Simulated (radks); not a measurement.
Results of a calculation; reference values are marked as such.
Q: The mean radii <r> (bohr) of the occupied orbitals of an atom or ion are listed with their occupations. Code: a radial shooting solver on a logarithmic mesh with Libxc functionals. Model: scalar-relativistic Kohn-Sham, r2SCAN, spin-polarised, spherical densities, finite nucleus; meta-GGA in the generalised Kohn-Sham scheme; Fermi nuclear charge, rms radius of each element as measured or else 0.836 A^(1/3) + 0.57 fm.

orbital  occ.      <r>
1s          2  0.07685
2s          2   0.3630
2p          6   0.3273
3s          2    1.154
3p          6    1.257

Name the element and its charge. Open shells, if any, are filled with parallel spins first.

A: Z = 20, calcium, charge +2: Ca2+ in [Ar]. The 1s radius gives Z: for a bare nucleus <r> = (2 gamma + 1)/(2Z) with gamma = sqrt(1 - (Z/c)^2), 0.07446 bohr for Z = 20, and screening makes it slightly larger (0.07685 here). The occupations add up to 18, and the charge is Z minus that.
